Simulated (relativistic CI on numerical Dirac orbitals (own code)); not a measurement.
# Ti2+ in a cubic cluster: 2p photoemission with charge transfer

Computed with a charge-transfer multiplet model of a cubic metal-ligand cluster with up to one ligand hole, Slater and spin-orbit integrals from Dirac-Coulomb-Breit ions, Slater integrals scaled by 0.9. The ground state mixes d2 with configurations of k ligand holes L, whose averages lie at kΔ + k(k − 1)U_dd/2; a core hole lowers each added d electron by U_cd. 300 K, Lorentzian 0.6 eV and Gaussian 0.8 eV FWHM.

Atomic integrals in eV (Slater integrals scaled, ζ unscaled), ground: F2dd 7.400, F4dd 4.602, zeta_d 0.013; with the core hole: F2dd 9.239, F4dd 5.798, zeta_d 0.027, zeta_core 3.743, F2cd 5.060, G1cd 3.685, G3cd 2.090.

Cluster parameters (eV): Δ = 4.2, U_dd = 4.6, 10Dq = 0.25, 10Dq(ligand) = 0, V(eg) = 2.1, V(t2g) = -0.94, final-state hopping factor = 0.9.

```json
{"Case": "U_cd = 3.7 eV", "n_d": "2.29", "d2": "0.71", "d3L": "0.29", "S": "1.00"}
{"Case": "U_cd = 4.3 eV", "n_d": "2.29", "d2": "0.71", "d3L": "0.29", "S": "1.00"}
{"Case": "U_cd = 5.5 eV", "n_d": "2.29", "d2": "0.71", "d3L": "0.29", "S": "1.00"}
{"Case": "U_cd = 6.1 eV", "n_d": "2.29", "d2": "0.71", "d3L": "0.29", "S": "1.00"}
{"Case": "U_cd = 6.7 eV", "n_d": "2.29", "d2": "0.71", "d3L": "0.29", "S": "1.00"}
```

Weights, n_d and S are thermal averages at 300 K. Binding energies count from the first peak over 30 % of the highest in each spectrum, which can be another peak from case to case. The parameters are a model scan and need not match a compound or its usual spin state. Peaks in eV (height, largest 100):
- U_cd = 3.7 eV: 0.0 (100), 3.8 (16), 6.0 (45)
- U_cd = 4.3 eV: 0.0 (100), 3.8 (17), 6.0 (44)
- U_cd = 5.5 eV: 0.0 (100), 3.7 (20), 6.3 (44), 8.5 (20)
- U_cd = 6.1 eV: 0.0 (100), 3.6 (22), 6.4 (45), 8.7 (23), 15.0 (5)
- U_cd = 6.7 eV: 0.0 (100), 3.5 (23), 6.4 (46), 8.8 (26), 15.2 (7)

For the case U_cd = 5.5 eV, Δ = 4.2 eV is smaller than U_dd = 4.6 eV, the charge-transfer side of the Zaanen-Sawatzky-Allen scheme. With the core hole the configuration with one ligand hole lies at Δ − U_cd = 0.5, -0.1, -1.3, -1.9, -2.5 eV from the one without, in the order of the table; where this is negative the screened configuration lies lower, though the effective hopping of about 4.0 eV (from the holes of the mixed ground state) mixes the two strongly wherever it is as large as the gap.

With at most 1 ligand hole the space is cut while the next configuration still counts, so covalency is underestimated, and a final configuration with one more ligand hole, which can lie low, is missing from the spectra.
